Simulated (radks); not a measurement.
Question: Excited configurations of the caesium ion Cs2+: one electron is placed in a higher orbital outside [Kr] 4d10 5s2 5p4. The ground configuration is [Kr] 4d10 5s2 5p5. Calculated with a radial shooting solver on a logarithmic mesh with Libxc functionals: scalar-relativistic Kohn-Sham, PBE, spin-polarised, spherical densities, finite nucleus; open shells are filled with parallel spins first (spin-orbit coupling, left out, can overturn this in heavy ions); Fermi nuclear charge, rms radius 4.8041 fm. Excitation = E - E(ground); binding = E(ion) - E, where the ion is the core of charge +3; n* = 3/sqrt(2 binding) in atomic units, and the quantum defect is n - n*.

outer orbital  excitation (eV)  binding (eV)     n*  quantum defect  eigenvalue (eV)  <r> (bohr)
4f                      20.198        13.193  3.047           0.953           -8.214       2.205
5d                      15.386        18.006  2.608           2.392          -14.206       2.800
5f                      25.735         7.656  3.999           1.001           -6.187       6.158
6s                      16.657        16.734  2.705           3.295          -14.176       3.871
6p                      20.110        13.282  3.036           2.964          -11.224       4.574
7p                      25.680         7.711  3.985           3.015           -6.628       8.048

Estimate the row for 7d.

Answer: excitation (eV) 27.683; binding (eV) 5.708; n* 4.632; quantum defect 2.368; eigenvalue (eV) -4.870; <r> (bohr) 10.30. The Delta-SCF ionisation energy is 33.391 eV (NIST Atomic Spectra Database: 33.195 eV, semi-empirical). Self-interaction in the functional shifts the binding energies and quantum defects, so they are the method's values and not measured ones. Open shells are spherical and high-spin; term and fine-structure splittings are not resolved. Spin-orbit splitting is averaged out at the scalar-relativistic level.
